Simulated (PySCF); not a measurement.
Spinor energies of Zr³⁺ (zirconium, charge +3)

Start: [Kr] 4d1; 4d3/2 filled at m_j = +3/2. Calculated with PySCF 2.14 in x2c-QZVPPall-2c: generalised Hartree-Fock with the X2C-1e Hamiltonian and a Gaussian nucleus; one run each with spin-orbit coupling (SO) switched off, then screened by Boettger's factors.

```tsv
spinor shell	electrons	ε, spin-free (eV)	ε, screened SO (eV)	weight of nominal j (screened SO)	rms radius, screened SO (bohr)
1s1/2	2	-18126.0	-18125.2	1.000	0.0426
2s1/2	2	-2607.6	-2607.3	1.000	0.176
2p1/2	2	-2322.1	-2381.4	1.000	0.154
3s1/2	2	-481.79	-481.69	1.000	0.487
3p1/2	2	-386.06	-395.90	1.000	0.489
3p3/2	4	-386.06	-381.35	1.000	0.499
3d3/2	4	-228.85	-230.50	0.999	0.493
3d5/2	6	-228.85	-227.64	1.000	0.497
4s1/2	2	-95.030	-94.994	1.000	1.29
4p1/2	2	-67.193	-69.175	0.983	1.42
4p3/2	4	-67.193	-66.190	0.991	1.44
4d3/2	1	-33.853	-33.933	0.989	1.98
```

**Question.** Where does 2p3/2 lie, and what is the 2p spin-orbit splitting (screened SO)?

**Answer.** At -2294.1 eV, 87.279 eV above 2p1/2.

| quantity | spin-free | screened SO |
| --- | --- | --- |
| E (hartree) | -3594.58365 | -3594.93473 |
| M_J | 3/2 | 3/2 |
| ⟨J²⟩ | 4.997 | 3.808 |
| ⟨L²⟩ | 6.014 | 6.016 |
| ⟨S²⟩ | 0.752 | 0.758 |

Each row is a mean over spinors that exchange with the open shell spreads, by up to 3.208 eV (4p1/2).

⟨J²⟩ departs a little from M_J(M_J + 1) because the unrestricted spinors polarise the closed shells.

Breit and QED terms are absent; they matter most for the inner s and p1/2 levels.

Densities and radii are taken from the X2C orbitals without a picture-change correction, which distorts them close to the nucleus.

Without spin-orbit coupling the j labels of p, d and f shells carry no meaning; the spin-free column gives the mean over the occupied spinors of each nl shell, and its ⟨J²⟩ belongs to a mixture of degenerate components.
